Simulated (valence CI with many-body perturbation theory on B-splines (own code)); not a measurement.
## Which ion has this spectrum?

A relativistic CI+MBPT calculation for an atom or ion with 21 electrons gives these levels (cm⁻¹):

```csv
J,Parity,E,g
3/2,even,0.0,0.55
5/2,even,62012,1.04
7/2,even,98191,1.14
3/2,even,105542,1.31
9/2,even,113263,1.14
1/2,even,124070,2.00
7/2,even,178556,0.99
5/2,even,187428,1.51
9/2,even,188712,1.11
3/2,even,214761,1.16
1/2,even,226624,1.32
11/2,even,238959,1.09
5/2,even,256694,1.20
5/2,even,278869,0.97
```

The energies are calculated, and their last digits are not significant.

**Question.** Which is it?
A. Sb30+
B. Te31+
C. Sn29+
D. In28+

**Answer.** A. Sb30+, ground level (3d3/2^3) J=3/2.
